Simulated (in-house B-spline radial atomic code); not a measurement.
Cd. Computed with a B-spline radial atomic code. Model: all-electron spherical atom, spin shells full or empty, radial basis limit, no spin-orbit coupling: exact exchange with a local potential (Slater, KLI or optimised effective potential, whose far tail is KLI's), no correlation.

The run also made RPA and GW results, which its time includes.

The Slater potential averages the orbital exchange potentials with the orbital densities as weights, KLI adds orbital constants, and the optimised effective potential minimises the exact-exchange energy among local potentials. So their energies lie above Hartree-Fock in the order OEP, KLI, Slater. All fall off as −1/r, unlike LDA and GGA exchange.

Command:
```bash
python run_gw.py task.json out
```
Settings (lengths in bohr, energies in hartree):
```
Z                      48
electrons              48
configuration          [Kr] 4d10 5s2
hamiltonian            nr
method                 oep
lmax                   9
spin_polarised         False
box_radius             40
intervals              82
ion_configuration      [Kr] 4d10 5s1
```

Cost of the run: 18 s on 1 thread of Intel(R) Xeon(R) Platinum 8488C (Sapphire Rapids), on a shared host.

Given: hamiltonian non-relativistic; mean-field start exchange-only OEP.

Computed: energy above Hartree-Fock 18.729 millihartree; virial ratio -E/T less 1 0.

```tsv
radius (bohr)	r times exchange potential (hartree bohr)
0.00104	-0.040401
0.00133	?
0.00169	-0.065464
0.00216	-0.083429
0.00275	-0.10573
0.00351	-0.13396
0.00448	-0.16904
0.00571	-0.21171
0.00728	-0.26286
0.00929	-0.32237
0.0118	-0.38673
0.0151	-0.45438
0.0193	-0.51357
0.0246	-0.5487
0.0313	-0.54154
0.0399	-0.50032
0.0509	-0.53024
0.065	-0.68904
0.0828	-0.85072
0.106	-0.94238
0.135	-0.91358
0.172	-0.8271
0.219	-1.0105
0.279	-1.2554
0.356	-1.3211
0.454	-1.1052
0.579	-0.76475
0.739	-1.1574
0.942	?
1.2	-1.3778
1.53	-1.1914
1.95	-0.91459
2.49	-0.79677
3.18	-0.8978
4.05	-0.98823
5.16	-1.0142
6.59	-1.0117
```

Task: What belongs in the row 0.00133?

Result: r times exchange potential (hartree bohr): -0.051609.

Task: What belongs in the row 0.942?

Result: r times exchange potential (hartree bohr): -1.3751.

```csv
occupied,level (hartree),Hartree-Fock level (hartree)
1s,-942.78,-955.32
2s,?,?
2p,-127.78,-132.05
3s,-25.617,-27.709
3p,?,?
3d,-14.821,-16.072
4s,-3.7102,-4.4505
4p,-2.5025,-3.0535
4d,-0.56653,-0.76366
5s,-0.26554,-0.26486
```

Task: What belongs in the row 2s?

Result: level (hartree): -137.12; Hartree-Fock level (hartree): -142.01.

Task: What belongs in the row 3p?

Result: level (hartree): -21.821; Hartree-Fock level (hartree): -23.597.

```json
{"empty": "5p", "level (hartree)": "-0.13533"}
{"empty": "6s", "level (hartree)": "?"}
{"empty": "6p", "level (hartree)": "-0.056538"}
{"empty": "5d", "level (hartree)": "-0.056306"}
```

Task: What belongs in the row 6s?

Result: level (hartree): -0.083816.

The highest level, 5s, differs from Hartree-Fock by -0.019 eV and the deepest, 1s, by +341 eV: a local potential can match the highest level but can't give each shell its own exchange.
